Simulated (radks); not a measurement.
All-electron atom: Pr IV in [Xe] 4f1 6p1 (not the ground configuration). Method: scalar-relativistic Kohn-Sham, PBE, spin-unpolarised, spherical densities, finite nucleus; Fermi nuclear charge, rms radius 4.8919 fm; computed with a radial shooting solver on a logarithmic mesh with Libxc functionals.

Unscreened Slater integrals over Kohn-Sham orbitals (cm^-1).

\begin{tabular}{lr}
integral & value \\ \hline
F0(6p,6p) & 53065 \\
F2(6p,6p) & 29372 \\
F0(6p,4f) & 69299 \\
F2(6p,4f) & 11546 \\
G2(6p,4f) & 3070.1 \\
G4(6p,4f) & 2851.9 \\
F0(6p,5p) & 65616 \\
F2(6p,5p) & 19006 \\
G0(6p,5p) & 3650.4 \\
G2(6p,5p) & 5094.0 \\
F0(6p,5s) & 66635 \\
G1(6p,5s) & 5907.1 \\
F0(4f,4f) & 216070 \\
F2(4f,4f) & 103320 \\
F4(4f,4f) & 64930 \\
F6(4f,4f) & 46741 \\
F0(4f,5p) & 144500 \\
F2(4f,5p) & 52963 \\
G2(4f,5p) & 27798 \\
G4(4f,5p) & 21737 \\
F0(4f,5s) & 158660 \\
G3(4f,5s) & 31604 \\
F0(5p,5p) & 121980 \\
F2(5p,5p) & 66286 \\
F0(5p,5s) & 128970 \\
G1(5p,5s) & 87233 \\
F0(5s,5s) & 137770 \\
\end{tabular}

Derived for the open shells (J is the average intra-shell exchange parameter used in DFT+U). 4f: F4/F2 = 0.628, F6/F2 = 0.452, J = (286 F2 + 195 F4 + 250 F6)/6435 = 8375 cm^-1. 6p: J = F2/5 = 5874 cm^-1.
